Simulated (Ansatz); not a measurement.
Ansatz (an electronic-structure program) input (B3LYP-D3(BJ)/def2-TZVP):

Ansatz 0.2 input:
```yaml
crystal:
  periodic: [false, false, false]
  atoms:
    - {symbol: B, position_ang: [-0.45653271, 0.40251627, -0.07013767]}
    - {symbol: C, position_ang: [-1.50421123, 1.48705293, -0.26983471]}
    - {symbol: C, position_ang: [-0.85089268, -1.11930781, 0.21539472]}
    - {symbol: O, position_ang: [0.83538254, 0.82054223, -0.15110663]}
    - {symbol: C, position_ang: [1.93641758, -0.02845344, 0.00384115]}
    - {symbol: H, position_ang: [-1.24032704, 2.51366460, -0.46104793]}
    - {symbol: H, position_ang: [-2.56455831, 1.30229579, -0.23360412]}
    - {symbol: H, position_ang: [-0.44843475, -1.45891166, 1.16948643]}
    - {symbol: H, position_ang: [-0.44021562, -1.78348833, -0.54462787]}
    - {symbol: H, position_ang: [-1.92511091, -1.27556595, 0.24018640]}
    - {symbol: H, position_ang: [2.84233958, 0.57266229, -0.09580046]}
    - {symbol: H, position_ang: [1.92928818, -0.50940135, 0.98700323]}
    - {symbol: H, position_ang: [1.93947281, -0.81271982, -0.75985578]}
basis:
  gaussian:
    orbitals: def2-TZVP
hamiltonian:
  xc: b3lyp
  dispersion: d3bj
magnetization: {spin_polarized: true, initial_magnetization: 1}
relax: {f_tol: 0.002, max_steps: 150}
```

End of the output:

```
integrals: 0.11 GiB planned
1212 factors; their error is unknown
mean field: 1.32 GiB planned
mean field -5967.53181683 eV, -219.3027493303 hartree, gradient 1.8e-5 eV, S^2 0.753438; 0 other end points of the search recorded, 0 dependent functions left out
the calculation of the forces begins
reference -5967.53210274 eV, -219.3027598370 hartree; 20, 19 occupied and 183, 184 virtual orbitals, 1212 factors
relax step   5: F+E_penalty+E_count = -5967.91540529 eV  Δ(F+E_penalty+E_count) = -1.346e-5 eV  max|allowed force component| = 1.721e-2 eV/Å  Δτ_max = 0.0026 Å  (36 SCF iters, accepted)
these checks for a lower state are left out or cut short: starts, cluster_reference, orbital_swaps, neighbouring_geometries, increment
integrals: 0.11 GiB planned
1212 factors; their error is unknown
mean field: 1.32 GiB planned
mean field -5967.53183085 eV, -219.3027498453 hartree, gradient 1.5e-5 eV, S^2 0.753437; 0 other end points of the search recorded, 0 dependent functions left out
the calculation of the forces begins
reference -5967.53211675 eV, -219.3027603520 hartree; 20, 19 occupied and 183, 184 virtual orbitals, 1212 factors
relax step   6: F+E_penalty+E_count = -5967.91543340 eV  Δ(F+E_penalty+E_count) = -2.811e-5 eV  max|allowed force component| = 3.593e-3 eV/Å  Δτ_max = 0.0020 Å  (27 SCF iters, accepted)
these checks for a lower state are left out or cut short: starts, cluster_reference, orbital_swaps, neighbouring_geometries, increment
integrals: 0.11 GiB planned
1212 factors; their error is unknown
mean field: 1.32 GiB planned
mean field -5967.53184067 eV, -219.3027502064 hartree, gradient 1.3e-5 eV, S^2 0.753437; 0 other end points of the search recorded, 0 dependent functions left out
the calculation of the forces begins
reference -5967.53212658 eV, -219.3027607134 hartree; 20, 19 occupied and 183, 184 virtual orbitals, 1212 factors
relax step   7: F+E_penalty+E_count = -5967.91543512 eV  Δ(F+E_penalty+E_count) = -1.726e-6 eV  max|allowed force component| = 9.923e-4 eV/Å  Δτ_max = 0.0004 Å  (26 SCF iters, accepted)
integrals: 0.11 GiB planned
1212 factors; their error is unknown
mean field: 1.32 GiB planned
mean field evaluation 64: about -5948.8128 eV, gradient 6.4e1 eV
mean field -5967.53184067 eV, -219.3027502064 hartree, gradient 1.3e-5 eV, S^2 0.753437; 1 other end points of the search recorded, 0 dependent functions left out
the calculation of the forces begins
reference -5967.53212658 eV, -219.3027607134 hartree; 20, 19 occupied and 183, 184 virtual orbitals, 1212 factors
Total energy: -5967.91572103 eV, -219.3168575494 hartree
Atom 0 at    -0.470732     0.403875    -0.070356 Å, force     0.000139    -0.000084    -0.000937 eV/Å
Atom 1 at    -1.525525     1.500863    -0.272032 Å, force    -0.000170    -0.000349     0.000114 eV/Å
Atom 2 at    -0.831594    -1.106853     0.212020 Å, force     0.000250    -0.000379     0.000172 eV/Å
Atom 3 at     0.829769     0.829555    -0.152579 Å, force     0.000227     0.000458     0.000992 eV/Å
Atom 4 at     1.931686    -0.048739     0.008094 Å, force    -0.000344    -0.000015    -0.000383 eV/Å
Atom 5 at    -1.253371     2.533578    -0.464601 Å, force     0.000003     0.000123    -0.000028 eV/Å
Atom 6 at    -2.592265     1.309658    -0.234169 Å, force    -0.000033     0.000108    -0.000025 eV/Å
Atom 7 at    -0.413695    -1.445045     1.166594 Å, force    -0.000088    -0.000066    -0.000069 eV/Å
Atom 8 at    -0.406729    -1.768861    -0.550401 Å, force    -0.000124     0.000249    -0.000010 eV/Å
Atom 9 at    -1.906780    -1.284612     0.241562 Å, force    -0.000141     0.000070     0.000077 eV/Å
Atom 10 at     2.841870     0.540433    -0.092272 Å, force     0.000163    -0.000119    -0.000224 eV/Å
Atom 11 at     1.921239    -0.521942     0.993166 Å, force     0.000166     0.000190     0.000134 eV/Å
Atom 12 at     1.928745    -0.831025    -0.755129 Å, force    -0.000048    -0.000187     0.000187 eV/Å
Dipole moment:     0.108344    -0.192895     0.035799 e Å
```

It need not be the lowest isomer of its formula.
